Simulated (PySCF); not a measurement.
Ge(H)(F)2(Me) (CH4F2Ge), SMILES [CH3][GeH]([F])[F].

Geometry optimised at B3LYP-D3(BJ)/def2-SVP.

Two levels are set side by side: PBE/def2-TZVP (PySCF) and M06-2X/def2-TZVP (PySCF). Same geometry, gas phase. Differences are taken from unrounded values.

| quantity | M06-2X |
|---|---|
| orbital gap (eV) | 12.19 |
| highest occupied level (eV) | -10.78 |
| lowest empty level (eV) | 1.41 |
| dipole moment (D) | 3.28 |
| mean polarisability (bohr³) | 38.4 |

**Question.** What does PBE give, and how far is it from M06-2X? (An estimate is asked for; the answer gives what the named calculation found.)

**Answer.** 
```
quantity                       PBE  PBE minus M06-2X
---------------------------  -----  ----------------
orbital gap (eV)              7.54             -4.65
highest occupied level (eV)  -7.96              2.82
lowest empty level (eV)      -0.43             -1.84
dipole moment (D)             3.07             -0.21
mean polarisability (bohr³)   41.1               2.7
```

Without exact exchange PBE keeps part of each electron's self-repulsion, which lifts occupied levels and narrows the gap. PBE's more diffuse valence density responds more strongly to a field. Differences between two approximate levels are no errors against the true value.

Rough cost on one machine, each run with all the roots and properties that it gave: M06-2X against PBE about 3 times.
